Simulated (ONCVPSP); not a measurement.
Transferability test, ONCV potential for Ta

* Element: tantalum (Ta)
* Generator: ONCVPSP 4.0.1
* Type: optimised norm-conserving Vanderbilt (ONCV)
* Functional: LDA (Perdew-Wang 92)
* Relativity: scalar-relativistic
* Frozen core: [Kr] 4d10
* Valence charge: 27
* Reference configuration: 4f14 5s2 5p6 5d3 6s1 6p1
* Partial waves: 5s+6s: rc 1.75 bohr, ncon 4, nbas 7, qcut 7.5 1/bohr, 3 projectors, debl 2 Ha; 5p+6p: rc 2.10 bohr, ncon 5, nbas 8, qcut 6.1 1/bohr, 2 projectors; 5d: rc 2.20 bohr, ncon 5, nbas 9, qcut 6.6 1/bohr, 1 projector; 4f: rc 1.10 bohr, ncon 4, nbas 9, qcut 17.3 1/bohr, 3 projectors, debl 0.5 Ha
* Local potential: polynomial inside 0.95 bohr (lpopt 5, dvloc0 0 Ha)
* Core correction: none

In the f channel the program set the typed energies aside and used -0.973, 0.250, 0.750 Ha.

Energies are relative to the spin-unpolarised reference configuration 4f14 5s2 5p6 5d3 6s1 6p1; without spin polarisation the order of configurations can differ from experiment.

```csv
valence configuration,charge,ΔE all-electron (eV),error AE − PS (meV)
4f14 5s2 5p6 5d3 6s2 6p0,0,-4.256,+0.9
4f14 5s2 5p6 5d3 6s1 6p0,+1,4.437,-1.9
```

Task: What are ΔE and the potential's error for 4f14 5s2 5p6 5d3 6s0 6p0?

Result: ΔE = 19.738 eV all-electron; the error (AE − PS) is -7.7 meV.

Task: What are ΔE and the potential's error for 4f14 5s2 5p6 5d4 6s0 6p0?

Result: ΔE = 5.897 eV all-electron; the error (AE − PS) is -9.4 meV.

Levels in the configuration 4f14 5s2 5p6 5d3 6s2 6p0:

```
level  all-electron (eV)  pseudo (eV)
   4f            -24.929      -24.911
   5s            -73.194      -73.191
   5p            -39.562      -39.563
   5d             -3.783       -3.784
   6s             -5.613       -5.612
```

Note: no bound ghost flagged; GHOST(+) flagged for s at 46.2 eV, p at 134.2 eV.
